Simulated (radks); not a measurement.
Results of a calculation; reference values are marked as such.
Charge is removed step by step from the 2s up level of N4+, starting from [He] 2s(up 1, down 0). Level of theory: scalar-relativistic Kohn-Sham, PBE, spin-polarised, spherical densities, finite nucleus; Fermi nuclear charge, rms radius 2.5582 fm (a radial shooting solver on a logarithmic mesh with Libxc functionals).

| removed (e) | E - E(0) (eV) | eigenvalue (eV) |
|---|---|---|
| 0 | 0.000 | -89.601 |
| 0.125 | 11.346 | -91.926 |
| 0.25 | 22.980 | -94.217 |
| 0.375 | 34.898 | -96.462 |
| 0.5 | 47.093 | -98.648 |
| 0.625 | 59.557 | -100.76 |
| 0.75 | 72.279 | -102.79 |
| 0.875 | 85.251 | -104.75 |

The mean slope of the eigenvalue, de/dn, is 17.3 eV per electron.
